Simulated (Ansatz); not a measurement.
Geometry optimisation, RKS PBE0-D4/6-31G* (Ansatz).

The input (input.yaml):

```yaml
crystal:
  periodic: [false, false, false]
  atoms:
    - { symbol: B, position_ang: [0.0, 0.0, 0.0] }
    - { symbol: Cl, position_ang: [0.0, 0.0, 2.21] }
    - { symbol: "N", position_ang: [1.3423, 0.0, -0.775] }
    - { symbol: H, position_ang: [1.8089, -0.9179, -1.0268] }
    - { symbol: H, position_ang: [1.7937, 0.9179, -1.0532] }
    - { symbol: F, position_ang: [-1.1431, 0.0, -0.66] }
    - { symbol: P, position_ang: [0.0991, 2.0949, 0.6969] }
    - { symbol: H, position_ang: [0.6595, 2.1347, 2.001] }
    - { symbol: H, position_ang: [0.9104, 2.8515, -0.1895] }
    - { symbol: H, position_ang: [0.0608, 1.287, 1.8353] }
basis:
  gaussian: { orbitals: "6-31G*" }
hamiltonian:
  xc: pbe0
  dispersion: d4
relax:
  f_tol: 0.15
  max_steps: 25
  restrain:
    - { distance: [0, 6], at: 1.91, k: 30.0 }
    - { distance: [9, 1], at: 1.37, k: 30.0 }
    - { distance: [0, 1], at: 3.06, k: 30.0 }
    - { distance: [9, 6], at: 2.62, k: 30.0 }
```

Launched with:

```bash
$ ansatz run input.yaml --threads 2 --pin off --max-ram 3072MiB --backend cpu --events-out ev --progress --plain --runs-dir out
```

Task: Where does it end, and by what steps?

Result: It converged. The restraints hold the end off the free minimum. After 17 steps the energy has fallen by 6.505 eV (the restraints' own energy left out); H8 moved furthest, 1.60 Å. Parted: P7–H10 (1.40 → 2.62 Å).

```
step  energy less start (eV)  largest force component (eV/Å)  accepted
   0                  0.0000                           6.391       yes
   1                 -2.7339                           4.584       yes
   2                 -3.9162                           3.360       yes
   3                 -4.7858                           3.279       yes
   4                 -5.6852                           1.658       yes
   5                 -6.1134                           2.103       yes
   6                 -6.1584                           1.698       yes
   7                 -6.2679                           1.329       yes
   8                 -6.2975                           1.318       yes
   9                 -6.3103                           1.396       yes
  10                 -6.3433                           1.249       yes
  11                 -6.3734                           1.190       yes
  12                 -6.3966                           1.155       yes
  13                 -6.4640                           1.058       yes
  14                 -6.4931                           1.023       yes
  15                 -6.4941                           1.012       yes
  16                 -6.4803                           0.889        no
  17                 -6.5053                           0.983       yes
```

```xyz
10
Properties=species:S:1:pos:R:3
B 0.120 0.643 -0.327
Cl 0.637 -0.316 2.546
N 1.238 -0.009 -0.842
H 1.205 -0.993 -1.067
H 2.156 0.400 -0.904
F -1.053 -0.001 -0.257
P 0.087 2.537 0.013
H -0.679 2.523 1.211
H 1.350 2.687 0.647
H 0.469 0.896 2.018
```

The run took 66 s on 2 threads of Intel(R) Xeon(R) Platinum 8259CL CPU @ 2.50GHz (Skylake/Cascade Lake), with other jobs on the host, peak memory 0.22 GiB.
